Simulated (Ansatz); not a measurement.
Z-matrix (Å, degrees):
```
B
C 1 1.5702
H 2 1.0919 1 114.63
H 2 1.0929 3 109.30 1 128.62
H 2 1.0998 3 106.51 4 113.59
C 1 1.5704 2 119.91 3 -17.41
H 6 1.0919 1 114.82 2 -159.34
H 6 1.0931 7 109.32 1 -128.84
H 6 1.1000 7 106.59 8 -113.59
C 1 1.5713 2 120.51 3 164.19
H 10 1.0913 1 115.21 2 -16.64
H 10 1.0942 11 109.03 1 127.34
H 10 1.0991 11 107.21 12 113.22
```
Charge 0, multiplicity 1.

Computed with frozen-core CCSD(T)/cc-pVTZ // B3LYP-D3(BJ)/def2-TZVP (Ansatz, an electronic-structure program).

```json
{
 "HF energy": "-143.59626 Ha",
 "MP2 correlation energy": "-0.64050 Ha"
}
```

Question: Estimate the CCSD correlation energy, the (T) correction, the total energy and the T1 diagnostic.

Answer: 
- CCSD correlation energy: -0.69169 Ha
- (T) correction: -0.02551 Ha
- CCSD(T) total energy: -144.31346 Ha
- T1 diagnostic: 0.009
